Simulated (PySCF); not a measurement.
Predicted microwave data (PBE0/pcSseg-1 in PySCF (dipole) on a GFN2-xTB geometry, gas phase) for one isomer of C8H7N:

* Rotational constants: A = 2927, B = 1527, C = 1010 MHz
* Dipole components: |μa| = 4.12 D, |μb| = 1.11 D, |μc| = 0.00 D
* Inertial defect: -3.10 u·Å²
* κ: -0.46

**Question.** Which candidate fits, each taken in the one conformer that was computed?
A. `CC1=CC(C#N)=CC=C1`
B. `Cc1ccccc1C#N`
C. `C=CC#Cn1cccc1`

**Answer.** B. It is Cc1ccccc1C#N, an asymmetric top, point group Cs. The candidates at the same level (rigid rotor, commonest isotopes):

```json
{"SMILES": "Cc1cccc(C#N)c1", "A (MHz)": "3347", "B (MHz)": "1219", "C (MHz)": "898.6", "μa (D)": "4.84", "μb (D)": "1.05", "μc (D)": "0.05", "Δ (u·Å²)": "-3.12", "point group": "–", "rotor": "asymmetric top"}
{"SMILES": "Cc1ccccc1C#N", "A (MHz)": "2927", "B (MHz)": "1527", "C (MHz)": "1010", "μa (D)": "4.12", "μb (D)": "1.11", "μc (D)": "0.00", "Δ (u·Å²)": "-3.10", "point group": "Cs", "rotor": "asymmetric top"}
{"SMILES": "C=CC#Cn1cccc1", "A (MHz)": "7520", "B (MHz)": "722.7", "C (MHz)": "659.6", "μa (D)": "0.56", "μb (D)": "0.05", "μc (D)": "0.01", "Δ (u·Å²)": "-0.30", "point group": "near Cs", "rotor": "near-prolate asymmetric top"}
```

`Cc1cccc(C#N)c1` has B 20 % too low; `C=CC#Cn1cccc1` has A 157 % too high. In the right answer the mirror of this Cs structure is the ab plane, so μc vanishes by symmetry. No structure here is proved a minimum.
